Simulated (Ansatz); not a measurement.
The same path of CH8OSiSn (12 atoms, charge 0, multiplicity 1) was run twice with different band settings. The coordinate that changes most is the dihedral O1–Sn2–C3–Si4.

Computed with RKS r2SCANh-D4/def2-SVP (Ansatz 0.2.0).

Relaxed end points:

```xyz
12
Properties=species:S:1:pos:R:3
O -2.072 1.244 -0.583
Sn -0.502 1.422 0.627
C 0.377 -0.535 0.876
Si 0.848 -1.349 -0.743
H -1.832 0.910 -1.455
H -1.207 2.010 2.065
H 0.629 2.511 -0.066
H -0.359 -1.148 1.421
H 1.263 -0.428 1.522
H 1.916 -0.552 -1.417
H -0.331 -1.395 -1.659
H 1.347 -2.744 -0.555
```

```xyz
12
Properties=species:S:1:pos:R:3
O -2.308 1.379 1.440
Sn -0.728 1.253 0.232
C 0.015 -0.774 0.267
Si 1.571 -1.052 -0.739
H -3.074 0.907 1.097
H 0.368 2.346 0.946
H -1.199 1.701 -1.357
H -0.792 -1.431 -0.096
H 0.193 -1.027 1.325
H 2.668 -0.167 -0.246
H 1.323 -0.722 -2.174
H 2.039 -2.468 -0.660
```

Common settings: movable images 5; climbing image yes; spring 5.0 eV/Å²; start path IDPP; force threshold 0.05 eV/Å; end points relaxed.

| run | optimiser | iteration limit | largest step |
| --- | --- | --- | --- |
| 1 | quadratic models (default) | 53 | default |
| 2 | lbfgs | 60 | 0.5 Å |

(1) What does each run give, and how far can it be trusted?

Results:

(1) Run 1: converged after 5 iterations, highest image 0.013 eV above the first end. The top lies less than 8 meV above the higher end, about what the thresholds resolve: that end is a shoulder or a very shallow well. A vibrational analysis at the climbing image gives no mode beyond 40i cm⁻¹: the surface is too flat there to confirm a saddle point.
Run 2: converged after 19 iterations, highest image 0.014 eV above the first end. The top lies less than 8 meV above the higher end, about what the thresholds resolve: that end is a shoulder or a very shallow well. Another band between the same ends (5 images) ends at a top of the same energy, where a vibrational analysis finds no clearly imaginary modes.
